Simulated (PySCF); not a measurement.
**CsO: energy against distance**

Set-up: basis Cs def2-TZVP with ECP46, O def2-TZVP; scalar-relativistic core potentials; PySCF 2.14. Energies in eV from Cs + O in their ground configurations at the same level. State: ²Π (doublet), unpaired electrons π ↑.

| R (Å) | UHF-SCS-MP2 |
| --- | --- |
| 2.177 | -1.864 |
| 2.278 | -2.225 |
| 2.379 | -2.437 |
| 2.455 | -2.524 |
| 2.531 | -2.564 |
| 2.607 | -2.567 |
| 2.708 | -2.529 |
| 2.835 | -2.436 |
| 2.987 | -2.283 |
| 3.189 | -2.045 |

Problem. Put a parabola through the three lowest points of the UHF-SCS-MP2 curve and estimate Re, k and ωe (reduced mass 14.28 u; 1 eV/Å² = 0.16022 mdyn/Å; ωe = 1302.8·√(k/μ) cm⁻¹).

Solution. Through R = 2.531, 2.607, 2.708 Å the second-order coefficient is 2.35 eV/Å², so Re ≈ 2.577 Å, k ≈ 0.753 mdyn/Å and ωe ≈ 299 cm⁻¹. A polynomial fit of higher order to the unrounded UHF-SCS-MP2 energies gives Re = 2.576 Å, k = 0.856 mdyn/Å, ωe = 319 cm⁻¹; anharmonicity and rounding make the difference.

The higher-order fit for each curve: UHF-SCS-MP2: Re = 2.576 Å, ωe = 319 cm⁻¹, De = 2.57 eV.

Correlated steps freeze 1 core orbital. Spin–orbit coupling is left out, which matters for elements this heavy, above all for dissociation energies. The state was picked by a PBE0 search and need not be the measured ground state.
